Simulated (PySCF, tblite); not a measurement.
Isomers of C4H8NSi3 (doublet state), one GFN2-xTB conformer each. Single-point energies are computed at B3LYP/pcH-1 (PySCF, gas phase, no added dispersion term), electronic only. GFN2-xTB treats the open shell by occupation alone, and not every SCF solution was tested for stability.

```tsv
SMILES	GFN2-xTB relative energy (kJ/mol)
C#C[SiH][Si@H](C#N)C[SiH3]	0.0
C#C[SiH2][Si@H](C#N)C[SiH2]	44.9
```

Conformers: `[CH:1]#[C:2][SiH:3][Si@H:4]([C:5]#[N:6])[CH2:7][SiH3:8]` (doublet state) with C2–Si3–Si4–C5 161°, Si3–Si4–C7–Si8 164°; `[CH:1]#[C:2][SiH2:3][Si@H:4]([C:5]#[N:6])[CH2:7][SiH2:8]` (doublet state) with C2–Si3–Si4–C5 151°, Si3–Si4–C7–Si8 54°, Si4–C7–Si8–H -69° and 162°.

**Question.** What does B3LYP/pcH-1 give for the same structures?

**Answer.** 
```json
{"SMILES": "C#C[SiH][Si@H](C#N)C[SiH3]", "B3LYP/pcH-1 E (Eh)": "-1080.42168", "B3LYP/pcH-1 (kJ/mol)": "0.0", "GFN2-xTB (kJ/mol)": "0.0", "point group": "C1"}
{"SMILES": "C#C[SiH2][Si@H](C#N)C[SiH2]", "B3LYP/pcH-1 E (Eh)": "-1080.41223", "B3LYP/pcH-1 (kJ/mol)": "24.8", "GFN2-xTB (kJ/mol)": "44.9", "point group": "C1"}
```

Both levels put the same isomer lowest. 

**Question.** What happens when harmonic zero-point energies from GFN2-xTB frequencies are added?

**Answer.** 
```
                     SMILES  ZPE (kJ/mol)  electronic (kJ/mol)  with ZPE (kJ/mol)
 C#C[SiH][Si@H](C#N)C[SiH3]         245.6                  0.0                0.0
C#C[SiH2][Si@H](C#N)C[SiH2]         244.7                 24.8               23.9
```

The zero-point energies span 0.9 kJ/mol. The order is unchanged.

**Question.** As an exercise, what shares would exp(−E/RT) give at 2000 K from these electronic energies alone (no entropy, no degeneracies)?

**Answer.** RT = 16.629 kJ/mol: C#C[SiH][Si@H](C#N)C[SiH3] 81.6 %, C#C[SiH2][Si@H](C#N)C[SiH2] 18.4 %.
